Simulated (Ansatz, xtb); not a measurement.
System: sum formula AlOH, net charge 0, singlet state. 
Coordinates optimised at B3LYP-D3(BJ)/def2-TZVP (Ansatz, a first-principles code):
```
O
H 1 0.9528
Al 1 1.6815 2 180.00
```

Harmonic wavenumbers from GFN2-xTB (xtb, at its own minimum), cm⁻¹: 582, 582, 878, 3662.

Question: Give the harmonic wavenumbers at B3LYP-D3(BJ)/def2-TZVP (Ansatz, finite differences of forces, unscaled).

Answer: 112, 112, 833, 3961 cm⁻¹. Zero-point energy 7.2 kcal/mol.

Question: From these and the geometry, give the ideal-gas thermochemistry at 298.15 K and 1 atm (rigid rotor, harmonic oscillator).

Answer: Point group C∞v, rotational symmetry number 1. Rotational constants 15.61, 15.61 GHz. S(trans) 37.27, S(rot) 13.88, S(vib) 6.65, S(elec, spin only) 0.00, S 57.8 cal/(mol K). H(298) - H(0) 3.01 kcal/mol; G - E(el) -7.0 kcal/mol.
